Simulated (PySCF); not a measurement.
# Computed NMR parameters against published values

Geometry:
```
atom   x (Å)   y (Å)   z (Å)
  O1   0.820   1.198  -0.977
  C2   0.531   0.265  -0.295
  O3   1.358  -0.672   0.153
  C4  -0.905  -0.019   0.199
  F5  -1.730   0.919  -0.228
  F6  -1.324  -1.198  -0.259
  F7  -0.941  -0.048   1.530
  H8   2.245  -0.464  -0.176
```

Measured values that the calculation should reproduce: δ ¹⁹F F5/F6/F7 -76.5 ppm (measured; University of Colorado NMR facility, 19F NMR Reference Standards).
δ ¹⁹F F5/F6/F7 -76.2 ppm (measured; G. Saielli, R. Bini, A. Bagno, Computational 19F NMR. 2. Organic compounds, RSC Adv. 2014, ESI (exp. from Berger-Braun-Kalinowski 1994 and Everett 1995)).

[PySCF 2.14.0 with density-fitted response routines: shielding tensors at B97-2/pcSseg-2 (GIAO); coordinates at the PBE0-D3(BJ)/def2-TZVP level; no relativistic terms; fast rotation and ring inversion assumed for equivalent nuclei; one computed conformer; no solvent model]

**Question.** How close does the calculation come?

**Answer.** 
Reference values: measured (University of Colorado NMR facility, 19F NMR Reference Standards).
```json
{"atoms": "F5/F6/F7", "quantity": "δ ¹⁹F vs CFCl3", "reference": "-76.5", "computed": "-86.1", "computed, scaled": "-76.2"}
```

Reference values: measured (G. Saielli, R. Bini, A. Bagno, Computational 19F NMR. 2. Organic compounds, RSC Adv. 2014, ESI (exp. from Berger-Braun-Kalinowski 1994 and Everett 1995)).
```tsv
atoms	quantity	reference	computed	computed, scaled
F5/F6/F7	δ ¹⁹F vs CFCl3	-76.2	-86.1	-76.2
```

Computed shifts are σ(ref) − σ with the named reference compound (TMS for H and C) calculated as an isolated molecule at the same level. The measured values may be among those fitted. Shieldings were converted by a linear fit to measured shifts: ¹⁹F: δ = 160.24 − 0.938σ +9.4 on sp3 carbon (rms 4.8 ppm, 130 shifts, 5.6 ppm with the 3 outliers that the fit left out vs CFCl3, solution or neat liquid). A few per cent of atoms miss by over 2 rms, more outside the fitted compound classes.

**Question.** How far are the unscaled ¹⁹F shifts from the references?

**Answer.** Mean signed difference -9.75 ppm, mean absolute 9.75 ppm over 2 comparisons; the largest is -9.9 ppm at F5/F6/F7 (fluorine of a CF3 group).

2 of the 8 published NMR values on file for this molecule are compared. The rest: values whose atom or origin is in doubt.
